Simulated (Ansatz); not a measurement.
Molecule: C3H6O, net charge 0, singlet state. 
Coordinates optimised at B3LYP-D3(BJ)/def2-TZVP (Ansatz, a first-principles code):
```xyz
10

C     -1.5095     0.1353    -0.0295
C     -0.1424    -0.4792    -0.1055
C      1.0242     0.2621    -0.5856
O      0.8383     0.0192     0.8123
H     -2.0569    -0.2511     0.8326
H     -2.0846    -0.1000    -0.9282
H     -1.4388     1.2192     0.0666
H     -0.1200    -1.5621    -0.2107
H      0.9041     1.2970    -0.8935
H      1.8563    -0.2662    -1.0411
```
Charge 0, spin multiplicity 1.

Computed values are from Ansatz. Correlated levels leave the core frozen unless marked. UHF or UKS for open shells. Spin-orbit coupling is left out. Non-relativistic. CBS marks a two-point X^-3 extrapolation of the correlation energy; Hartree-Fock from the larger set. The bracket is a focal-point correction in the basis named.

### Question
What is the total energy at RI-MP2/CBS(aug-cc-pVTZ,aug-cc-pVQZ)+[CCSD(T)-MP2]/aug-cc-pVTZ?

### Answer
-192.8930 Eh.

### Question
What is the T1 diagnostic at CCSD/aug-cc-pVTZ?

### Answer
0.011.

### Question
What is the dipole moment at CCSD(T)/aug-cc-pVDZ?

### Answer
1.98 D.

### Question
What is the atomisation energy De at RI-MP2/CBS(aug-cc-pVTZ,aug-cc-pVQZ)+[CCSD(T)-MP2]/aug-cc-pVTZ?

### Answer
3972.3 kJ/mol.
